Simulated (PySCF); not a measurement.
Sn(H)3(SiH3) (H₆SiSn), SMILES [SiH3][SnH3]. Heavy atoms are numbered as in [SnH3:1][SiH3:2]. Hydrogens are named by the atom that carries them.

Geometry optimised at B3LYP-D3(BJ)/def2-TZVP. The def2 effective core potentials stand for the cores of Sn; spin–orbit coupling is left out.

Method: CAM-B3LYP/def2-TZVPD run with PySCF.

Mulliken values depend strongly on the basis, most of all with diffuse functions as here. ESP charges are fitted to the potential on shells at 1.4 to 2.0 van der Waals radii. Atomic charges (e), one atom of each kind:

```
atom        Mulliken  ESP fit
----------  --------  -------
Sn1 (SnH3)      0.46     0.27
Si2 (SiH3)      0.13     0.11
H on Sn1       -0.11    -0.09
H on Si2       -0.08    -0.04
```
